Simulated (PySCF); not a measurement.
Structure problem from calculated spectra and properties.

Formula: C2H6B2Cl2O2.

- UV, strongest line: among the 10 lowest singlet transitions: S4 at 6.81 eV (182 nm, f = 0.073) [TDDFT CAM-B3LYP/def2-SVPD]
- Triplet: lowest triplet excitation (Tamm–Dancoff): 4.35 eV [TDA CAM-B3LYP/def2-SVPD]
- Dipole: 2.25 D [CAM-B3LYP/def2-SVPD]
- UV, first state: lowest singlet excitation: 5.04 eV (246 nm, f = 0.005) [TDDFT CAM-B3LYP/def2-SVPD]
- Polarisability: 87.0 au [CAM-B3LYP/def2-SVPD]
- 13C NMR: chemical shifts (computed TMS as zero) by class: 53.2 (2 C) ppm [GIAO CAM-B3LYP/pcSseg-1]
- Rotational structure: rotational constants A, B, C: 1.549, 0.887, 0.744 GHz [PBE0-D3(BJ)/def2-SVP]
- NMR, other nuclei: isotropic shieldings of nuclei other than C and H, by class: 24 (1 B), 72 (1 B), 221 (2 O), 603 (2 Cl) ppm [GIAO CAM-B3LYP/pcSseg-1]

Gas-phase values; electronic properties from PySCF, density fitting. Levels stand in brackets. One conformer (not necessarily the lowest) at the PBE0-D3(BJ)/def2-SVP geometry, without solvent, vibrations or thermal averaging. Each NMR value is the plain mean over a class of atoms that symmetry, rotation or inversion makes alike.

Question: What is the compound? Reason from the data.

Answer: Numbering: `[CH3:1][O:2][B:3]([O:4][CH3:5])[B:6]([Cl:7])[Cl:8]`. 2 carbons fall into 1 class: methoxy carbon [C1/C5] (53.2 ppm, 2 C, up to 4.1 ppm apart in this geometry). The other shieldings belong to: 24 ppm, three-coordinate boron [B6]; 72 ppm, three-coordinate boron [B3]; 221 ppm, boron-bound oxygen [O2/O4]; 603 ppm, chlorine bonded to B [Cl7/Cl8]. S1 is mainly HOMO→LUMO (weight 0.94); the largest Löwdin shares of the orbital it empties are 0.19 on a chlorine bonded to B, 0.19 on a three-coordinate boron, 0.18 on a chlorine bonded to B and 0.15 on a boron-bound oxygen, of the orbital it fills 0.45 on a three-coordinate boron, 0.18 on a chlorine bonded to B, 0.17 on a chlorine bonded to B and 0.08 on a three-coordinate boron. The optimised geometry has point group C1 and is an asymmetric top. Structure: `COB(OC)B(Cl)Cl`. The assignments are read from this structure; whether some other isomer fits the data as well wasn't checked.

The values belong to the conformer `[CH3:1][O:2][B:3]([O:4][CH3:5])[B:6]([Cl:7])[Cl:8]`: C1–O2–B3–O4 -179°, O2–B3–O4–C5 -1°, O2–B3–B6–Cl7 69°.
